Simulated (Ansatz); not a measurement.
Cost and result for the atomization energy of C2H3BClF, SMILES `F[C@H]1B[C@@H]1Cl` (8 atoms, 8 bonds).

```xyz
8

F     1.734    0.579    0.819
C     0.797    0.199   -0.098
B    -0.078   -1.069   -0.147
C    -0.658    0.318    0.175
Cl   -1.742    1.423   -0.643
H     1.070    0.522   -1.107
H    -0.238   -2.236   -0.248
H    -0.884    0.264    1.248
```

Total charge 0; spin multiplicity 1. Geometry: relaxed with PBE0-D4/def2-TZVP. Program: Ansatz. All runs use 2 threads of an Arm Neoverse V2 on a shared host. Times are those of one run each, without the atoms' runs, and a repeat can differ threefold. Electronic energies, without spin–orbit coupling; frozen cores. CCSD(T)/CBS adds CCSD(T) − MP2 in def2-TZVPP to the MP2 limit, and its time is that of the two runs behind it. T1 = 0.011.

CCSD(T)/CBS is a level of theory with its own doubt, some kJ/mol a heavy atom from the limit and from the frozen cores, so smaller differences don't rank the functionals.

```csv
level,functions,wall time
revPBE-D4/def2-TZVPP,208,2.2 s
BLYP-D4/def2-TZVPP,208,2.4 s
PBE-D4/def2-TZVPP (with forces),208,2.8 s
CAM-B3LYP-D4/def2-TZVPP,208,3.5 s
CCSD(T)/def2-SVP,89,3.8 s
r2SCANh-D4/def2-TZVPP,208,5.5 s
B2PLYP/def2-TZVPP,208,6 s
PBE-QIDH/def2-TZVPP,208,6 s
ωB97X-V/def2-TZVPP,208,8.5 s
B97M-V/def2-TZVPP,208,10 s
MP2/def2-QZVPP,388,20 s
CCSD(T)/def2-TZVPP,208,98 s
CCSD(T)/CBS(def2),–,120 s
```

(1) What atomization energy does each give, and how far from CCSD(T)/CBS? (Estimate.)

## Answers

(1) Ansatz gave: 
```
                          level  atomization (kcal/mol)  difference from CCSD(T)/CBS  per bond
           revPBE-D4/def2-TZVPP                   710.9                         11.8       1.5
             BLYP-D4/def2-TZVPP                   704.2                          5.1       0.6
PBE-D4/def2-TZVPP (with forces)                   734.0                         34.9       4.4
        CAM-B3LYP-D4/def2-TZVPP                   707.3                          8.2       1.0
               CCSD(T)/def2-SVP                   665.0                        -34.1      -4.3
          r2SCANh-D4/def2-TZVPP                   706.4                          7.3       0.9
              B2PLYP/def2-TZVPP                   695.8                         -3.3      -0.4
            PBE-QIDH/def2-TZVPP                   706.2                          7.1       0.9
             ωB97X-V/def2-TZVPP                   707.5                          8.4       1.0
              B97M-V/def2-TZVPP                   710.4                         11.3       1.4
                 MP2/def2-QZVPP                   715.1                         16.0       2.0
             CCSD(T)/def2-TZVPP                   679.7                        -19.4      -2.4
              CCSD(T)/CBS(def2)                   699.1                          0.0       0.0
```

The D4 term adds +5.8 kcal/mol with B3LYP and +3.0 kcal/mol with PBE0; it sums over pairs of atoms, weighted by their polarisabilities, and B3LYP, whose exchange is more repulsive, gets the larger term. From PBE to PBE0 (25 % exact exchange), in def2-TZVPP and without D4, the atomization energy moves by −17.2 kcal/mol: exact exchange takes away binding that semilocal exchange gives to molecules. Leaving LDA and LC-ωPBE aside and taking each functional with its dispersion term where it has one, the values, not all of them listed here, spread over 57.3 kcal/mol, from BHLYP-D4 to PBE-D4. LDA lies +103.1 kcal/mol from PBE without D4, its usual overbinding.

B3LYP here is the variant with VWN-RPA as its local correlation; programs differ in this.
